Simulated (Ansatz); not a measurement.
`C[Si](O)(O)[SiH3]` + `OBS` → `OBS[SiH3]` + `C[SiH](O)O`  (cleavage of the Si–Si bond)

Program: Ansatz. Geometries: PBE0-D4/def2-TZVP. ΔE: electronic, gas phase. CCSD(T)/CBS adds triple-zeta CCSD(T) − MP2 to the extrapolated MP2 energy (def2 sets, frozen cores). Functionals use def2-TZVPP. B3LYP here is the variant with VWN-RPA as its local correlation; programs differ in this. Each species was taken in one conformer, which may not be the lowest.

`C[Si](O)(O)[SiH3]`:

```xyz
13

C     1.058    1.049    0.853
Si   -0.140    0.325   -0.380
O    -1.502    1.231   -0.533
O     0.569    0.288   -1.874
Si   -0.883   -1.803    0.276
H     0.587    1.142    1.835
H     1.944    0.417    0.969
H     1.389    2.044    0.540
H    -1.437    2.035   -1.053
H     1.513    0.130   -1.914
H    -1.831   -2.377   -0.716
H     0.285   -2.724    0.391
H    -1.552   -1.756    1.606
```

`OBS`:

Z-matrix (Å, degrees):
```
B
S 1 1.813
O 1 1.351 2 121.4
H 1 1.193 2 120.6 3 -180.0
H 2 1.340 1 96.0 3 180.0
H 3 0.961 1 115.3 2 0.0
```

`OBS[SiH3]`:

Z-matrix (Å, degrees):
```
Si
S 1 2.136
H 1 1.493 2 110.4
H 1 1.481 2 108.8 3 -119.0
H 1 1.483 2 111.1 3 119.9
B 2 1.826 1 104.8 3 -18.1
O 6 1.345 2 127.3 1 3.2
H 6 1.193 2 114.5 1 -177.3
H 7 0.964 6 114.8 2 1.8
```

`C[SiH](O)O`:

```xyz
10

C    -0.841    0.721    0.782
Si    0.203   -0.046   -0.541
O     1.754    0.092   -0.003
O    -0.209   -1.610   -0.852
H    -0.690    0.217    1.741
H    -0.581    1.773    0.915
H    -1.901    0.659    0.526
H     0.043    0.613   -1.861
H     2.449   -0.199   -0.594
H    -0.226   -2.220   -0.113
```

| level | ΔE (kcal/mol) | difference from CCSD(T)/CBS |
| --- | --- | --- |
| PBE-D4 | -13.4 | 2.7 |
| PBE0-D4 | -14.3 | 1.8 |
| B2PLYP | -16.2 | -0.1 |
| r2SCAN | -15.4 | 0.7 |
| B3LYP | -15.1 | 1.0 |
| HF/def2-TZVPP | -16.8 | -0.7 |
| SCS-MP2/def2-TZVPP | -17.4 | -1.3 |
| HF/def2-QZVPP | -16.9 | -0.8 |
| SCS-MP2/def2-QZVPP | -17.8 | -1.7 |
| HF/CBS(def2) | -16.9 | -0.8 |
| CCSD(T)/CBS | -16.1 | 0 |

Largest T1 diagnostic among the species: 0.014.

From PBE to PBE0 (25 % exact exchange), in def2-TZVPP and without D4, ΔE moves by −0.9 kcal/mol.
